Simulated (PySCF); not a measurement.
**Structure elucidation problem**

The spectra below were simulated for a compound C₄H₇NOSi.

1H NMR (600 MHz, computed): δ 7.76 (m, 1H), 6.89 (m, 1H), 6.66 (m, 1H), 5.12 (s, 2H), 0.55 (br s, 2H).

13C{1H} NMR (computed): δ 161.0 (C), 152.1 (CH), 125.7 (CH), 116.6 (CH).

Theoretical values (PySCF): geometry from GFN2-xTB, shielding tensors at PBE0/pcSseg-1 (GIAO). In vacuum, relativity neglected, a single conformation, averaged over atoms made equivalent by symmetry, fast rotation or ring inversion.

References, each an isolated molecule treated in the same way: 1H and 13C vs TMS.

Question: Which candidate is it?
A. N#C[C@@H]1C[C@H]1[SiH2]O
B. Cc1cnoc1[SiH3]
C. N[SiH2]c1ccco1

Answer: C. 

- The formula gives 3 degrees of unsaturation (1 ring in the answer).
- 4 carbon signals for 4 carbons: no two carbons are equivalent.
- Carbon types of the structure: 1 × C, 3 × CH, leaving 4 H on heteroatoms.
- δC 161.0: substituted aromatic carbon next to the ring oxygen.
- δC 152.1: aromatic CH next to the ring oxygen.
- δC 125.7, 116.6: aromatic CH.
- δH 7.76: hydrogen on an aromatic CH next to the ring oxygen; aromatic region.
- δH 6.89, 6.66: hydrogen on an aromatic CH; it sits in the deshielding region of the aromatic ring current.

The others: Cc1cnoc1[SiH3] would give 3 signals for carbon-bound and other non-exchanging H, not 4; N#C[C@@H]1C[C@H]1[SiH2]O would give 6 signals for carbon-bound and other non-exchanging H, not 4.

Exchangeable OH/NH protons stand at their gas-phase positions; hydrogen bonding in a real sample shifts them, mostly to higher δ. Shifts are as computed. Against solution values, carbons near 30 ppm lie about +3 ppm off and those near 130 ppm about +5 ppm (rms about the fit 2.1 ppm; single classes can miss by 10 ppm). Of 1328 compounds with measured shifts, 309 miss one by over three times the rms of a fit or turn the order of signals round; such compounds aren't used in these exercises. Signals without a measured value on file couldn't be tested in this way; 1H shifts scatter by 0.2 ppm about their fit, and single ones miss by 0.5 ppm. Multiplicities follow the n + 1 count of equivalent neighbours, as no J values were calculated; m marks all less simple cases, F and P coupling included.
